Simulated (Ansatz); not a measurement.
`C[O][InH][NH2]` + `C#N` → `C[O][InH][C]#N` + NH₃ at 298.15 K and 1 bar (formal exchange of groups at the In–N bond).

Computed with Ansatz on PBE0-D4/def2-TZVP structures; ΔE is electronic, products minus reactants. CCSD(T)/CBS is the MP2 limit (def2-TZVPP, def2-QZVPP) plus CCSD(T) − MP2 in def2-TZVPP, frozen cores. This one scheme is used for every species. def2 core potentials past Kr. For In outer-core shells are correlated without core-valence functions, which leaves a few kJ/mol of doubt a bond. One conformer a species, not always the lowest.

```csv
species,CCSD(T)/CBS energy (Eh),H − E (kJ/mol),S (J/(mol·K))
`C[O][InH][NH2]`,-361.35091,211.1,364.1
`C#N`,-93.32098,52.4,201.2
`C[O][InH][C]#N`,-398.17531,167.1,373.4
NH₃,-56.50880,100.5,192.4
```

H − E and S are ideal-gas, rigid-rotor, harmonic terms from PBE0-D4/def2-TZVP, for one conformer and one mirror image of each species. 1 Eh = 2625.50 kJ/mol, R = 8.31446 J/(mol·K).

Question: By hand: ΔE, ΔH, ΔS and ΔG.

Answer: ΔE = (-398.17531) + (-56.50880) − (-361.35091) − (-93.32098) = -0.01222 Eh = -32.1 kJ/mol. Δ(H − E) = 167.1 + 100.5 − 211.1 − 52.4 = 4.1, so ΔH = -28.0 kJ/mol. ΔS = 373.4 + 192.4 − 364.1 − 201.2 = 0.5 J/(mol·K). ΔG = -28.0 − 298.15 × (0.5)/1000 = -28.1 kJ/mol.

Question: By hand: the equilibrium constant, and the temperature at which ΔG would vanish if ΔH and ΔS stayed fixed.

Answer: log₁₀ K = −ΔG/(RT ln 10) = 4.9. ΔH and −TΔS have one sign here, so there is no such temperature. One of them is within its doubt of zero, so this could turn.

The number of gas molecules stays the same, so ΔS is small and ΔH decides. A doubt of 5 kJ/mol in ΔE shifts log₁₀ K by 0.9 here. Other conformers and mirror images would add mixing entropy, several J/(mol·K) or more a flexible species. Modes under 60 cm⁻¹, often nearly free rotors, make the harmonic entropy too high. These are equilibria of isolated gas molecules and say nothing of rates. Largest T1 diagnostic: 0.017 (customary marks: 0.02 for closed shells, 0.045 for open ones).
